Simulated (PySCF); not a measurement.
# Unknown compound

The spectra below were simulated for a compound CH10OSi3.

¹H NMR (400 MHz, computed): δ 5.82 (m, 1H), 3.60 (m, 3H), 3.40 (m, 1H), 3.11 (m, 1H), 0.73 (br s, 1H), 0.35 (d, 3H).

¹³C{¹H} NMR (computed): δ 5.1 (CH3).

- shielding tensors at PBE0/pcSseg-1 (GIAO)
- structure optimised with GFN2-xTB
- code: PySCF 2.14
- fast rotation and ring inversion assumed for equivalent nuclei, non-relativistic Hamiltonian, one computed conformer, no solvent

Referencing at the same level of theory: ¹H (σ = 31.72 ppm), ¹³C (σ = 186.93 ppm) against TMS.

Q: Deduce the structure.

A: 
1. The formula gives 0 degrees of unsaturation.
2. Carbon types of the structure: 1 × CH3, leaving 7 H on heteroatoms.
3. δC 5.1: methyl carbon bonded to Si; an electropositive neighbour leaves it electron-rich and shielded.
4. δH 5.82: hydrogen on a silicon bonded to C, O, Si.
5. δH 3.60: hydrogen on a silicon bonded to Si.
6. δH 3.40, 3.11: hydrogen on a silicon bonded to 2 Si.
7. δH 0.73: hydrogen on an oxygen bonded to Si; exchangeable, gas-phase position.
8. δH 0.35: hydrogen on a methyl carbon bonded to Si; an electropositive neighbour shields it, as in TMS itself.

Structure: `[SiH3][SiH2][Si@@H](C)O`.

The shifts were computed for this structure. Such data don't tell enantiomers apart.

The OH or NH signal is concentration- and solvent-dependent in practice; the value given is the gas-phase one. Shifts are as computed. Against solution values, carbons near 30 ppm lie about +3 ppm off and those near 130 ppm about +5 ppm (rms about the fit 2.1 ppm; single classes can miss by 10 ppm). Of 1328 compounds with measured shifts, 309 miss one by over three times the rms of a fit or turn the order of signals round; such compounds aren't used in these exercises. Signals without a measured value on file couldn't be tested in this way; 1H shifts scatter by 0.2 ppm about their fit, and single ones miss by 0.5 ppm. No couplings were computed; multiplicities are counted from neighbouring protons, with m where these are inequivalent, close in shift, in a saturated or five-membered ring or joined by F or P, and br s for small geminal =CH2 splittings.
